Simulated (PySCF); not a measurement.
Compound: C7H8FNSi.
Structure used (PBE0-D3(BJ)/def2-SVP), in Å, numbered top down from 1:
```xyz
18
C7H8FNSi angstrom
C     -4.2966    0.9095   -0.3761
C     -2.8997    0.6007   -0.1248
C     -1.7286    0.3517    0.0818
C     -0.3660    0.0495    0.3311
C      0.1882   -0.9084    1.2536
C      1.5509   -0.8518    1.1538
N      1.8976    0.1060    0.2037
Si     3.5360    0.5594   -0.3256
C      0.7310    0.6248   -0.2710
F      0.7887    1.5624   -1.1977
H     -4.3975    1.8670   -0.9110
H     -4.8631    0.9925    0.5651
H     -4.7791    0.1317   -0.9897
H     -0.3879   -1.5548    1.9112
H      2.3215   -1.4088    1.6812
H      4.4426   -0.2578    0.5234
H      3.7143    0.2334   -1.7666
H      3.7525    2.0138   -0.1000
```

Computed at PBE0/pcSseg-1 (PySCF, non-relativistic), with Q(14N) = 0.02044 b: N7, 14N (I = 1): χzz = -2.499 MHz, η = 0.534.

(1) Where would the pure quadrupole (NQR) lines of 14N at N7 fall for the rigid, isolated species?

## Answers

(1) From ν± = (3/4)|χ|(1 ± η/3) and ν0 = |χ|η/2: ν+ 2.208 MHz, ν− 1.541 MHz, ν0 0.667 MHz (pyrrole-type nitrogen).

In a crystal, neighbours and librations shift these lines. A larger basis could move these couplings by a tenth or more.
